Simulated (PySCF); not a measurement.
These 2 structures share the formula C4H3F2NSe. The calculation used PBE0-D3(BJ)/def2-SVP geometry optimisation, gas phase (PySCF). Energies are electronic, without zero-point or thermal terms, for one conformer each. No frequencies were run at this level. Point groups hold within 0.08 Å.

Question: Order them by energy at this level, lowest first, and give relative energies in kcal/mol.
A. `Cc1n[se]c(F)c1F`
B. `[N:1]#[C:2][C@@H:3]1[Se:4][C@@H:5]([F:6])[C@H:7]1[F:8]` with C2–C3–Se4–C5 -143°, C3–Se4–C5–F6 -91°, Se4–C5–C7–F8 -150°, C2–C3–C7–C5 149°

Answer: A (0.0), B (8.4).

As drawn, the lower has an aromatic ring, which the higher lacks; the higher has a four-membered ring and a C≡N group, which the lower lacks.

| SMILES | E (Eh) | E rel (kcal/mol) | dipole (D) | point group | A, B, C (MHz) |
| --- | --- | --- | --- | --- | --- |
| Cc1n[se]c(F)c1F | -2808.87182 | 0.0 | 0.20 | near Cs | 2041, 1344, 814.4 |
| N#C[C@@H]1[Se][C@@H](F)[C@H]1F | -2808.85836 | 8.4 | 2.96 | C1 | 1698, 1379, 815.6 |

Question: As an exercise, what shares would exp(−E/RT) give at 1000 K from these electronic energies alone (no entropy, no degeneracies)?

Answer: RT = 1.987 kcal/mol: Cc1n[se]c(F)c1F 98.6 %, N#C[C@@H]1[Se][C@@H](F)[C@H]1F 1.4 %.
